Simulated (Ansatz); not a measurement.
Basis-set extrapolation for `C[SiH](C)[AlH][Cl]` (PBE0-D4/def2-TZVP geometry, frozen core, Ansatz). Multiplicity 1, RHF reference.

|  | def2-TZVPP | def2-QZVPP |
| --- | --- | --- |
| HF | -1070.893462 | -1070.925787 |
| MP2 correlation | -0.745096 | -0.802498 |
| CCSD(T) correlation | -0.847412 | not run |

Energies in hartree. Use E(X) = E(∞) + A·exp(−7.88·√X) for Hartree–Fock and E(X) = E(∞) + B·X^(−2.97) for correlation, with X = 3 and 4, and add CCSD(T) minus MP2 of the smaller set to the MP2 limit.

Task: What is the CCSD(T) energy at the basis-set limit?

Result: HF limit: -1070.925787 + (-0.032325) × 0.13774 = -1070.93024. MP2 limit: -0.802498 + (-0.057402) × 0.74074 = -0.84502. Higher-order term: -0.847412 − (-0.745096) = -0.10232. Total: -1071.87758 hartree, 358.9 kJ/mol below CCSD(T)/def2-TZVPP.
